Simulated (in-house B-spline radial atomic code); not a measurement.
A calculation on Eu²⁺ (an excited or competing configuration): its settings, and results tabulated from the run. Computed with a B-spline radial code for spherical atoms: Dirac-Hartree-Fock, average of configuration, Fermi nucleus of rms radius 5.1115 fm.

Command:
```bash
python run_scf.py task.json out
```
Settings (nuclear radius in fm, mass in u):
```
Z                63
configuration    [Kr] 4d9 4f7 5s2 5p6 6g1
hamiltonian      dirac
method           hf
spin_polarised   False
nucleus          fermi
rms_radius       5.1115
atomic_mass      152.92124
speed_of_light   137.035999084
```

Output (hartree, bohr):
```
 radial grid: 81 intervals, B-splines of order 8, outer radius 60 bohr

 iter        energy (Eh)    residual
    1      -10800.675911    6.90e-01
    2      -10819.538296    9.37e-01
    3      -10838.795336    2.56e-01
    4      -10840.016947    8.52e-02
    5      -10840.142814    1.32e-02
    6      -10840.149378    1.32e-02
    7      -10840.153349    2.57e-03
    8      -10840.153457    9.48e-04
    9      -10840.153478    5.16e-05
   10      -10840.153478    2.19e-06
   11      -10840.153478    9.04e-08

 total energy                    -10840.15348
 kinetic                           11785.0252
 electron-nucleus                 -26538.8046
 electron-electron                  3913.6259

 first-order corrections (not in the total)
   Gaunt                            10.9743
   retardation                      -1.1522
   frequency dependence             -0.1454
   self-energy                       7.6658
   Uehling                          -1.2187
   Wichmann-Kroll                    0.0375
   recoil                            0.0252

 orbital      occ     eigenvalue          <r>       <r^2>       <1/r>     <1/r^3>       r_max    small
 1s1/2      2.000     -1794.8838    0.0223149 0.000679103     70.2184           -      0.0142  5.50e-02
 2s1/2      2.000      -300.1413    0.0944939   0.0106034     16.7419           -     0.08063  1.21e-02
 2p1/2      2.000      -284.0996    0.0791504  0.00774124     16.6783           -     0.06114  1.21e-02
 2p3/2      4.000      -260.2151    0.0858381  0.00897275     14.8155     9364.71     0.06683  1.13e-02
 3s1/2      2.000       -68.8537      0.24817   0.0705165     6.11385           -      0.2285  3.85e-03
 3p1/2      2.000       -61.9193      0.23821   0.0659901     6.01656           -       0.216  3.78e-03
 3p3/2      4.000       -56.9460     0.250826   0.0729701     5.54977     1987.96      0.2279  3.55e-03
 3d3/2      4.000       -45.1067     0.223375   0.0587621     5.40539      330.25      0.1818  3.40e-03
 3d5/2      6.000       -44.0380     0.227341   0.0607322     5.28849     295.162      0.1852  3.33e-03
 4s1/2      2.000       -15.4233     0.564755    0.359647     2.52955           -      0.5268  1.19e-03
 4p1/2      2.000       -12.6531     0.578455     0.38031     2.42156           -      0.5326  1.12e-03
 4p3/2      4.000       -11.5416     0.605665    0.416753     2.27282     431.306      0.5572  1.04e-03
 4d3/2      3.600        -7.0017     0.645148    0.482489     2.05466     61.3075      0.5681  8.83e-04
 4d5/2      5.400        -6.7989     0.655183    0.497433     2.01594     54.1174      0.5766  8.61e-04
 4f5/2      3.000        -1.5659      0.83733    0.885491     1.52708       7.839      0.5844  5.26e-04
 4f7/2      4.000        -1.5408     0.845971    0.904625     1.51229     7.59408      0.5893  5.18e-04
 5s1/2      2.000        -3.0091      1.36738     2.09592    0.964086           -       1.229  2.46e-04
 5p1/2      2.000        -2.1418      1.50844     2.56528    0.865868           -       1.331  2.04e-04
 5p3/2      4.000        -1.9763      1.58676     2.83687     0.81501     58.3098       1.399  1.85e-04
 6g7/2      0.444        -0.1251      14.6442      241.37   0.0835754  0.00141704       15.57  3.35e-06
 6g9/2      0.556        -0.1251      14.6434     241.349   0.0835832  0.00141783       15.57  3.35e-06
```

Cost of the run: 2 s on 1 thread of Arm Neoverse V2, with other jobs on the host.

For the Dirac Hamiltonian the kinetic term is c α·p + (β - 1)c².
